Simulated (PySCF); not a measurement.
Compound: C₃H₁₂Si₃.
Bonds: C1–C2 (double), C2–C3, C3–Si4, Si4–Si5, Si4–Si6. Hydrogens: H7, H8 on C1; H9 on C2; H10, H11 on C3; H12 on Si4; H13, H14, H15 on Si5; H16, H17, H18 on Si6.

A PySCF run (density fitting, gas phase, GFN2-xTB geometry) gave HOMO -5.93 eV, LUMO -1.06 eV, dipole 0.63 D and E = -989.558 Eh.

Problem. Which of these levels was it?
A. OLYP/def2-SVPD
B. wB97X/3-21G
C. WP04/STO-3G
D. CAM-B3LYP/def2-SVPD
E. X3LYP/6-31++G**

Solution. A. It is OLYP/def2-SVPD. All candidates on this geometry:

| level and settings | kind | basis functions | SCF cycles | E (Eh) | HOMO (eV) | LUMO (eV) | dipole (D) |
| --- | --- | --- | --- | --- | --- | --- | --- |
| OLYP/def2-SVPD, grid level 3 | GGA | 228 | 14 | -989.5576 | -5.93 | -1.06 | 0.63 |
| X3LYP/6-31++G**, energy threshold 1e-11 Eh | global hybrid | 192 | 11 | -989.8085 | -6.90 | -0.61 | 0.56 |
| WP04/STO-3G | global hybrid fitted to proton shifts | 54 | 12 | -991.5490 | -6.92 | 0.53 | 0.51 |
| CAM-B3LYP/def2-SVPD | range-separated hybrid | 228 | 12 | -989.5618 | -8.43 | 0.53 | 0.59 |
| wB97X/3-21G, fitting basis def2-qzvpp-jkfit | range-separated hybrid | 90 | 10 | -984.6539 | -9.31 | 1.94 | 0.61 |

The nearest other candidate, by the summed differences of HOMO and LUMO, is X3LYP/6-31++G**: its HOMO differs by -0.97 eV and its LUMO by +0.45 eV. Cycle counts include a coarse-grid stage where the run had one. All basis functions are spherical, in the Pople sets too. WP04 was designed for NMR shieldings or shifts; total energies of different functionals aren't comparable.

Conformer computed: `[CH2:1]=[CH:2][CH2:3][SiH:4]([SiH3:5])[SiH3:6]`: C1–C2–C3–Si4 101°, C2–C3–Si4–Si5 175°.
